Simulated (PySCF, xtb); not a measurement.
H₄SZr, SMILES [SH][ZrH3], multiplicity 1.

Harmonic wavenumbers (cm⁻¹) from GFN2-xTB in xtb at its own minimum, in rising order: 73, 283, 357, 408, 419, 511, 564, 596, 1224, 1231, 1279, 2328.

**Question.** What does PBE0-D3(BJ)/def2-TZVP in PySCF 2.14.0 give at its own minimum? (The exact figures need the calculation; the answer reports its results.)

**Answer.** 123, 265, 345, 365, 508, 551, 605, 630, 1679, 1684, 1725, 2618. Paired by order, the mean absolute difference is 164 cm⁻¹ and the zero-point energies are 13.3 and 15.9 kcal/mol.
